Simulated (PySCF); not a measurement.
C2H10OSi3, SMILES O[Si@@H]1C[C@H]([SiH3])[SiH2]1. Atoms are numbered in the order given.

```xyz
16

O      2.8140     1.3985     0.2989
Si     1.6268     0.4182    -0.3508
C     -0.1634     1.0546    -0.5922
C     -0.8791    -0.3393    -0.5017
Si    -2.7036    -0.2743    -0.0439
Si     0.3387    -1.2289     0.7066
H      2.6863     1.7013     1.2055
H      2.1862    -0.0513    -1.6483
H     -0.3906     1.6188    -1.5111
H     -0.4553     1.6910     0.2625
H     -0.7895    -0.8642    -1.4704
H     -3.2735    -1.6513     0.0630
H     -3.4979     0.4871    -1.0566
H     -2.8534     0.4097     1.2758
H      0.4820    -2.7072     0.5583
H     -0.0181    -0.9229     2.1269
```

Geometry optimised at B3LYP-D3(BJ)/def2-SVP. The structure was generated by enumeration; whether it is a known compound was not checked. One conformer was computed; it need not be the lowest.

Computed with PySCF with HF/pcSseg-1.

GIAO shieldings, no solvent; atoms listed in one row are averaged. δ = σ(ref) − σ: ¹⁷O against H2O (σ = 333.0 ppm); ²⁹Si against TMS (σ = 393.8 ppm); ¹³C against TMS (σ = 192.6 ppm); ¹H against TMS (σ = 31.99 ppm), references at their B3LYP-D3(BJ)/def2-TZVP geometries, non-relativistic.

Computed chemical shifts:
```
nucleus          atoms  count  δ (ppm)
-------  -------------  -----  -------
¹⁷O                 O1      1     37.5
²⁹Si               Si2      1     -5.1
²⁹Si               Si6      1    -31.8
²⁹Si               Si5      1    -50.2
¹³C                 C3      1     21.4
¹³C                 C4      1    -12.1
¹H                  H8      1     4.90
¹H                 H15      1     4.32
¹H       H12, H13, H14      3     4.05
¹H                 H16      1     3.96
¹H                  H7      1     2.19
¹H                  H9      1     1.79
¹H                 H10      1     1.06
¹H                 H11      1    -0.29
```
